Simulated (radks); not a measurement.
Sm40+, configuration [Ar] 3d3 4s1 (not the ground configuration). Calculated with a radial shooting solver on a logarithmic mesh with Libxc functionals: Dirac Kohn-Sham, Wu-Cohen GGA, spin-unpolarised, spherical densities, finite nucleus; open shells fill j = l - 1/2 first; Fermi nuclear charge, rms radius 5.0819 fm.

Radial electron density D(r) = 4 pi r^2 rho(r):

r (bohr)  D(r) (e/bohr)
0.001298          5.641
0.001463          6.846
0.00165           8.286
0.00186           10.00
0.002097          12.03
0.002365          14.41
0.002666          17.20
0.002982          20.19
0.003362          23.86
0.003791          28.02
0.004274          32.69
0.004819          37.84
0.005434          43.44
0.006127          49.40
0.006853          55.16
0.007726          61.37
0.008711          67.38
0.009822          72.92
0.01107           77.66
0.01249           81.30
0.01408           83.57
0.01575           84.31
0.01775           83.65
0.02002           81.69
0.02257           78.94
0.02545           76.14
0.02869           74.20
0.03235           74.01
0.03618           76.02
0.0408            80.69
0.046             87.42
0.05186           94.88
0.05848           101.1
0.06593           103.9
0.07434           101.6
0.08315           94.50
0.09375           82.84
0.1057            69.75
0.1192            58.81
0.1344            52.86
0.1515            52.65
0.1708            56.17
0.1911            59.34
0.2154            58.86
0.2429            52.53
0.2739            41.45
0.3088            28.88
0.3482            18.13
0.3925            10.83
0.4391            6.840
0.495             4.357
0.5582            2.697
0.6293            1.466
0.7096           0.6513
0.8              0.2251
0.902           0.05835
1.009           0.01240
1.138          0.001677
1.283         0.0001532

D(r) has 3 maxima, at r = 0.0159, 0.0665, 0.200 bohr, and minima at 0.0308, 0.143 bohr, inside which lie 2.03, 10.93 electrons.
